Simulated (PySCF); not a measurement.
CH₁₂N₂Si₃.

```xyz
18

C     -1.3976    -1.2873    -1.3639
Si    -1.1425    -0.0748     0.0423
N     -0.8177    -0.9028     1.5292
N     -2.6068     0.8609     0.1248
Si     0.8604     1.1168    -0.3268
Si     2.6493    -0.3290     0.1262
H     -2.2682    -1.9320    -1.1608
H     -1.5719    -0.7712    -2.3211
H     -0.5130    -1.9318    -1.4780
H     -0.1855    -0.5076     2.2149
H     -1.5444    -1.4515     1.9779
H     -3.0904     1.0940    -0.7363
H     -2.6708     1.6309     0.7824
H      0.9834     2.3180     0.5662
H      0.9562     1.6029    -1.7428
H      2.4819    -1.5969    -0.6513
H      3.9863     0.2541    -0.2120
H      2.6522    -0.6743     1.5835
```
Charge 0, spin multiplicity 1.

Geometry: PBE0-D3(BJ)/def2-SVP. The structure was generated by enumeration, and PubChem lists no compound with its InChIKey, so it may never have been made. Other conformers were not sampled.

All values below come from PySCF with PBE0/pcSseg-1. Non-relativistic, no solvent.

Computed absolute GIAO shielding of each atom: isotropic value and principal components (ppm):
| atom | σ(iso) | σ11 | σ22 | σ33 | span |
|---|---|---|---|---|---|
| C1 | 182.9 | 173.7 | 183.8 | 191.1 | 17.5 |
| Si2 | 363.5 | 328.1 | 371.0 | 391.6 | 63.5 |
| N3 | 230.0 | 202.1 | 225.9 | 261.9 | 59.9 |
| N4 | 227.7 | 197.5 | 236.0 | 249.7 | 52.1 |
| Si5 | 475.1 | 464.2 | 479.5 | 481.6 | 17.4 |
| Si6 | 456.1 | 446.0 | 457.2 | 465.2 | 19.2 |
| H7 | 30.9 | 26.9 | 28.1 | 37.6 | 10.7 |
| H8 | 31.3 | 27.6 | 28.6 | 37.6 | 10.1 |
| H9 | 31.1 | 26.3 | 29.7 | 37.2 | 10.8 |
| H10 | 30.5 | 23.4 | 28.4 | 39.7 | 16.3 |
| H11 | 30.7 | 23.6 | 26.1 | 42.5 | 18.9 |
| H12 | 30.9 | 24.0 | 27.6 | 41.1 | 17.1 |
| H13 | 31.0 | 24.2 | 27.3 | 41.6 | 17.3 |
| H14 | 28.2 | 25.0 | 25.9 | 33.6 | 8.6 |
| H15 | 28.2 | 25.0 | 26.0 | 33.7 | 8.7 |
| H16 | 27.8 | 24.1 | 26.9 | 32.3 | 8.2 |
| H17 | 27.6 | 24.1 | 24.9 | 33.8 | 9.8 |
| H18 | 27.8 | 24.2 | 26.8 | 32.5 | 8.2 |
